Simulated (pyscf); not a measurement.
Single points on ωB97X-D3(BJ)/def2-SVP structures (PySCF, gas phase).

### Question
How much does it cost (ΔH, 298 K, ωB97M-D3(BJ)/def2-TZVP) to split H₃Si–SiH₂–SiH₂–SiH₃ (SMILES [SiH3][SiH2][SiH2][SiH3]) at its Si–Si bond into •H₂Si–SiH₃ + •H₂Si–SiH₃?

### Answer
Si–Si to •H₂Si–SiH₃ + •H₂Si–SiH₃: 73.4 kcal/mol. The 7 functionals that were run give +66.9 (r²SCAN) to +78.2 kcal/mol (ωB97X-D3(BJ)). Other isomers of •H₂Si–SiH₃ were not searched in full and may lie lower.
